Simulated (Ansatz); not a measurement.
Total energies of F2H4HfN2 (`[NH2][Hf]([NH2])([F])[F]`).

```xyz
9

N    -1.374    0.862    0.506
Hf    0.457    0.475   -0.279
N     0.737   -1.524   -0.118
F     0.475    1.014   -2.120
F     1.786    1.423    0.729
H    -2.001    0.176    0.899
H    -1.807    1.773    0.568
H     0.519   -2.208   -0.830
H     1.207   -1.992    0.645
```

Charge 0, multiplicity 1. Correlated methods include outer-core shells of Hf, which these sets cover unevenly. Hf takes the def2 core potential. Geometry: relaxed with PBE0-D4/def2-TZVP. It is one conformer, not always the lowest. Basis def2-TZVPP, Ansatz.

RPA on PBE orbitals: Hartree–Fock energy of these orbitals -357.91692 Eh, correlation -1.90105 Eh (frozen core).

```csv
functional,energy without D4 (Eh),D4 term (kJ/mol)
LDA (SPW92),-357.73354,–
PBE,-359.72653,-14.1
revPBE,-359.97349,-35.5
BLYP,-359.96313,-29.3
r2SCAN,-359.91083,-3.6
B97M-V,-359.94262,–
PBE0,-359.69286,-12.2
B3LYP,-360.05142,-22.5
r2SCANh,-359.87363,-3.9
r2SCAN0,-359.81966,-4.3
HSE06 (plane-wave form),-359.67782,-11.5
BHLYP,-359.78487,-19.1
CAM-B3LYP,-359.89836,-12.5
LC-ωPBE,-359.87603,–
ωB97X-V,-359.89943,–
ωB97M-V,-359.85713,–
B2PLYP,-359.73784,–
PBE-QIDH,-359.57660,–
```

B3LYP takes the VWN-RPA correlation (the form of Gaussian; ORCA's B3LYP/G). HSE06 is the plane-wave form, built on full-range PBE exchange. The double hybrids freeze the cores in their second-order part.

LC-ωPBE has ω = 0.4 bohr⁻¹.
